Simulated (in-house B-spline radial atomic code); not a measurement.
A run on Ge that did not converge. Method: non-relativistic HSE06, spin-polarised, spherical fractional occupations, point nucleus; computed with an all-electron radial atomic-structure program (B-spline basis).

Command:
```bash
python run_scf.py task.json out
```
Settings:
```
Z                32
configuration    [Ar] 3d9.875 4s2 4p2 4f0.125
hamiltonian      nr
method           hse06
spin_polarised   True
```

First and last ten iterations of the last attempt (damped for 15 steps, keeping 80 % of the old Fock matrix, then DIIS):
```
 iter        energy (Eh)    residual
    1       -2075.786010    4.15e-01
    2       -2076.145694    1.24e-01
    3       -2076.405575    6.88e-02
    4       -2076.489315    4.05e-02
    5       -2076.515211    2.84e-02
    6       -2076.523198    2.03e-02
    7       -2076.525750    1.48e-02
    8       -2076.526635    1.10e-02
    9       -2076.526984    8.27e-03
   10       -2076.527141    6.25e-03
  111       -2076.527370    1.28e-05
  112       -2076.527370    1.14e-05
  113       -2076.527371    9.94e-06
  114       -2076.527371    8.99e-06
  115       -2076.527371    9.81e-06
  116       -2076.527371    1.04e-05
  117       -2076.527370    1.60e-05
  118       -2076.527369    1.69e-05
  119       -2076.527369    1.50e-05
  120       -2076.527370    1.19e-05
 not converged after 120 iterations
```

The smallest residual met was 4.8e-06; the threshold is about 3e-07. Over the last five steps the energy moves by less than 3e-06 hartree, but the orbitals didn't meet the threshold. Cost of the run: 14 s on 1 thread of Arm Neoverse V2 (shared host).
